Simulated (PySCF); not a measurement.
**Br⁺ (bromine, charge +1) across methods**

[Ar] 3d10 4s1 4p4 4d1, one real determinant (an excited configuration). Calculation: PySCF 2.14, in aug-cc-pVTZ-PP with ECP10MDF (6s5p4d2f, 55 functions); a scalar-relativistic core potential.

```json
{"method": "PW91", "E (hartree)": "-415.5858", "mean ε 4p α (eV)": "-21.612", "mean ε 4p β (eV)": "-18.908", "mean ε 4d α (eV)": "-6.288", "Σ⟨r²⟩ (bohr²)": "37.10", "⟨S²⟩": "6.002"}
{"method": "M06-L", "E (hartree)": "-415.4842", "mean ε 4p α (eV)": "-22.003", "mean ε 4p β (eV)": "-18.695", "mean ε 4d α (eV)": "-6.193", "Σ⟨r²⟩ (bohr²)": "36.90", "⟨S²⟩": "6.004"}
{"method": "r2SCAN", "E (hartree)": "-415.3266", "mean ε 4p α (eV)": "-22.304", "mean ε 4p β (eV)": "-19.019", "mean ε 4d α (eV)": "-6.292", "Σ⟨r²⟩ (bohr²)": "37.06", "⟨S²⟩": "6.005"}
{"method": "MN15", "E (hartree)": "-415.9349", "mean ε 4p α (eV)": "-23.511", "mean ε 4p β (eV)": "-20.388", "mean ε 4d α (eV)": "-7.392", "Σ⟨r²⟩ (bohr²)": "36.99", "⟨S²⟩": "6.002"}
{"method": "PBE", "E (hartree)": "-415.4496", "mean ε 4p α (eV)": "-21.556", "mean ε 4p β (eV)": "-18.845", "mean ε 4d α (eV)": "-6.258", "Σ⟨r²⟩ (bohr²)": "37.13", "⟨S²⟩": "6.002"}
{"method": "PBE0", "E (hartree)": "-415.4221", "mean ε 4p α (eV)": "-23.303", "mean ε 4p β (eV)": "-19.829", "mean ε 4d α (eV)": "-7.069", "Σ⟨r²⟩ (bohr²)": "36.99", "⟨S²⟩": "6.003"}
{"method": "UHF", "E (hartree)": "-414.19798", "mean ε 4p α (eV)": "-27.860", "mean ε 4p β (eV)": "-21.380", "mean ε 4d α (eV)": "-9.192", "Σ⟨r²⟩ (bohr²)": "37.16", "⟨S²⟩": "6.008"}
{"method": "LDA", "E (hartree)": "-414.8355", "mean ε 4p α (eV)": "-21.669", "mean ε 4p β (eV)": "-19.000", "mean ε 4d α (eV)": "-6.184", "Σ⟨r²⟩ (bohr²)": "37.30", "⟨S²⟩": "6.002"}
```

⟨L²⟩ = 8.02 against 12 for a pure F term, so this real determinant mixes terms. Energies and moments cover only the electrons outside the core potential. The outer electron is Rydberg-like, and this basis confines it to a smaller radius and binds it less than a complete one would.
